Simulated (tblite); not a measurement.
Isomers of C6H11O (doublet state). Computed with GFN2-xTB (tblite): harmonic, unscaled wavenumbers at the GFN2-xTB geometry, gas phase. Errors from tens to a few hundred cm⁻¹ against measured bands are possible. One conformer each. Open shells enter through the occupations alone, without spin polarisation, and single modes of such species can be off by tens of per cent.

Electronic energies: GFN2-xTB at the same geometries; isomer energies are rough at this level and their order can be wrong.

```
        SMILES  electronic energy, lowest = 0 (kcal/mol)
[CH2]COCC(=C)C                                      22.1
  CO[CH]C1CCC1                                       0.0
  C=CC[C](O)CC                                       6.3
```

Q: How do GFN2-xTB zero-point energies change the relative energies?

A: 
```csv
SMILES,ZPE (kcal/mol),of it from modes above 1550 cm⁻¹,electronic (kcal/mol),"with ZPE, lowest = 0 (kcal/mol)",lowest mode (cm⁻¹),rings
CO[CH]C1CCC1,96.9,47.2,0.0,0.0,37,1
C=CC[C](O)CC,96.0,50.7,6.3,5.4,48,0
[CH2]COCC(=C)C,94.1,49.5,22.1,19.3,43,0
```

The zero-point energies span 2.8 kcal/mol, from `[CH2]COCC(=C)C` to `CO[CH]C1CCC1`. The order is unchanged.

Q: What do entropy and thermal enthalpy add at 298.15 K and 1 bar (rigid rotor, harmonic oscillator, one conformer each)?

A: 
```tsv
SMILES	point group	symmetry number	S (cal/(mol K))	H − H(0) (kcal/mol)	ZPE + H − H(0) − TS (kcal/mol)
CO[CH]C1CCC1	C1	1	93.5	5.99	75.0
C=CC[C](O)CC	C1	1	95.3	6.43	74.0
[CH2]COCC(=C)C	C1	1	96.4	6.53	71.9
```

S holds R ln(2S + 1) for the spin.
